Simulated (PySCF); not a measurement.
## Which basis set comes closest?

Molecule: SMILES C=Cc1ccncc1, C7H7N.

Numbering as in the mapped SMILES `[CH2:1]=[CH:2][c:3]1[cH:4][cH:5][n:6][cH:7][cH:8]1`. Each H is labelled by its parent atom. Ha(C1) is cis to C3; Hb(C1) is trans to C3.

Geometry PBE0-D3(BJ)/def2-SVP throughout; GIAO in PySCF 2.14, gas phase, one conformer, non-relativistic; equivalent atoms averaged; functional PBE0.

Reference values (estimated from measurements, as parent shift plus tabulated substituent increments; solution, not stated per compound (mostly CDCl3 or CCl4); Pretsch, Buehlmann, Badertscher, Structure Determination of Organic Compounds, 4th ed. (2009)): δ(C5/C7) = 150.1 ppm, δ(C4/C8) = 120.7 ppm, δ(C3) = 144.3 ppm, δ(H(C5)/H(C7)) = 8.47 ppm, δ(H(C4)/H(C8)) = 7.17 ppm. Computed shifts are taken against TMS, calculated as an isolated molecule at each level.

Q: How do the basis sets STO-3G, pcSseg-0, 6-31G, 6-31G*, cc-pVDZ, def2-SVP, pcSseg-1, aug-cc-pVDZ, 6-311+G(2d,p), def2-TZVP perform against the reference? Times are CPU seconds on shared hosts with different chips, so compare them loosely.

A: 
```csv
basis set,functions,C5/C7,C4/C8,C3,H(C5)/H(C7),H(C4)/H(C8),mean abs. error C,mean abs. error H,core-s
STO-3G,47,121.7,106.0,115.4,8.78,7.21,24.0,0.17,4.8
pcSseg-0,86,163.7,130.2,148.9,9.13,7.28,9.2,0.39,12
6-31G,86,145.6,117.8,136.8,8.98,7.34,5.0,0.34,10
6-31G*,126,144.1,115.3,135.4,8.64,6.99,6.8,0.17,16
cc-pVDZ,147,149.4,120.6,142.1,8.64,7.04,1.0,0.15,27
def2-SVP,147,148.2,119.2,140.3,8.48,7.03,2.5,0.07,25
pcSseg-1,171,156.4,124.7,147.0,8.75,7.18,4.3,0.14,26
aug-cc-pVDZ,247,149.9,119.2,142.6,8.93,7.50,1.1,0.39,58
"6-311+G(2d,p)",258,154.7,123.2,146.5,8.86,7.41,3.1,0.31,48
def2-TZVP,290,156.2,124.5,148.6,8.85,7.40,4.7,0.30,73
```

For $^{13}$C the closest is cc-pVDZ (1.0 ppm, with aug-cc-pVDZ practically level) and the furthest STO-3G (24.0 ppm).

For $^{1}$H the closest is def2-SVP (0.07 ppm) and the furthest aug-cc-pVDZ (0.39 ppm). Where a smaller basis beats a larger one, errors probably cancel. One molecule is a small sample, and vibrational and solvent effects are absent from the calculation.

A small basis that lands close on one nucleus may do so by chance; judge by the trend and by all nuclei.
